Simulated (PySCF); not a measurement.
## Unknown compound

The spectra below were simulated for a compound C$_{5}$H$_{8}$ClF$_{3}$Si.

$^{1}$H NMR (500 MHz, computed): δ 6.01 (s, 1H), 4.00 (d, 3H), 3.63 (m, 1H), 2.09 (s, 3H).

$^{13}$C{$^{1}$H} NMR (computed): δ 141.0 (C), 136.9 (C), 125.3 (CH), 37.2 (CH), 21.4 (CH3).

Computational details: σ from GIAO-PBE0/pcSseg-1, coordinates at the GFN2-xTB level, in PySCF 2.14 (single conformer, gas phase, non-relativistic Hamiltonian, rapidly exchanging positions averaged).

δ = σ(ref) − σ, references computed at the same level: TMS for $^{1}$H (σ = 31.72 ppm), $^{13}$C (σ = 186.93 ppm).

**Question.** Choose the structure that fits.
A. FC(F)(F)[SiH2]C1(Cl)CCC1
B. C=C[SiH2][C@](C)(Cl)C(F)(F)F
C. C/C(=C/Cl)[C@@H]([SiH3])C(F)(F)F
D. C/C=C(/CCl)[SiH2]C(F)(F)F

**Answer.** C. 

1. The formula gives 1 degree of unsaturation (no ring in the answer).
2. 5 carbon signals for 5 carbons: no two carbons are equivalent.
3. Carbon types of the structure: 2 × C, 2 × CH, 1 × CH3, leaving 3 H on heteroatoms.
4. δC 141.0: fully substituted alkene carbon; as expected for a trigonal carbon in a double bond.
5. δC 136.9: CF3 carbon; 3 electronegative neighbours deshield it.
6. δC 125.3: alkene CH; the olefinic region.
7. δH 6.01: hydrogen on an alkene CH; attached to an sp2 carbon and in the plane of the double bond.
8. δH 2.09: hydrogen on an allylic methyl carbon; allylic position.

The others: C=C[SiH2][C@](C)(Cl)C(F)(F)F would give 6 signals for carbon-bound and other non-exchanging H, not 4; C/C=C(/CCl)[SiH2]C(F)(F)F has carbons computed at 156.4, 140.2, 135.4, 57.8, 23.6, with a different DEPT pattern; FC(F)(F)[SiH2]C1(Cl)CCC1 would give 4 carbon signals, not 5.

Carbons that carry Cl, above all several Cl atoms, come out too deshielded, partly because spin–orbit coupling is missing. Splittings by $^{19}$F in the carbon and heteronuclear signals aren't shown, as no couplings were computed. Shifts are as computed. Against solution values, carbons near 30 ppm lie about +3 ppm off and those near 130 ppm about +5 ppm; carbons on Cl a further +6 ppm. Of 1309 compounds with measured shifts, 239 miss one by over three times the rms of a fit or turn the order of signals round; such compounds aren't used in these exercises. No couplings were computed; multiplicities are counted from neighbouring protons, with m where these are inequivalent, close in shift, in a saturated or five-membered ring or joined by F or P, and br s for small geminal =CH2 splittings.
